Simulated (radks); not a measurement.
All-electron atom: P3- in [Ar]. Calculated with a radial shooting solver on a logarithmic mesh with Libxc functionals: non-relativistic Kohn-Sham, r2SCAN, spin-unpolarised, spherical densities, point nucleus; meta-GGA in the generalised Kohn-Sham scheme; Watson sphere of charge +3 and radius 3.89 bohr.

Unscreened Slater integrals over Kohn-Sham orbitals (hartree).

integral,value
"F0(3p,3p)",0.30690
"F2(3p,3p)",0.14642
"F0(3p,3s)",0.35451
"G1(3p,3s)",0.21260
"F0(3p,2p)",0.43341
"F2(3p,2p)",0.049021
"G0(3p,2p)",0.017639
"G2(3p,2p)",0.017064
"F0(3p,2s)",0.43092
"G1(3p,2s)",0.013538
"F0(3s,3s)",0.43081
"F0(3s,2p)",0.58492
"G1(3s,2p)",0.034377
"F0(3s,2s)",0.58153
"G0(3s,2s)",0.027518
"F0(2p,2p)",1.8943
"F2(2p,2p)",0.87400
"F0(2p,2s)",1.8043
"G1(2p,2s)",1.0736
"F0(2s,2s)",1.7454
